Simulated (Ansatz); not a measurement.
`NB[SiH2]Cl`, charge 0, multiplicity 1.

Task: Give a relaxed structure at PBE0-D4/def2-TZVP (Ansatz 0.2.0). (Estimate.)

Result: Computed: 
```xyz
9

N    -1.250    0.406   -1.018
B    -0.787   -0.174    0.150
Si    1.163   -0.052    0.640
Cl    1.942   -1.968    0.786
H    -2.214    0.364   -1.307
H    -0.661    0.900   -1.669
H    -1.572   -0.748    0.849
H     1.401    0.610    1.951
H     1.978    0.663   -0.383
```
This is one stationary point; other conformers may exist.
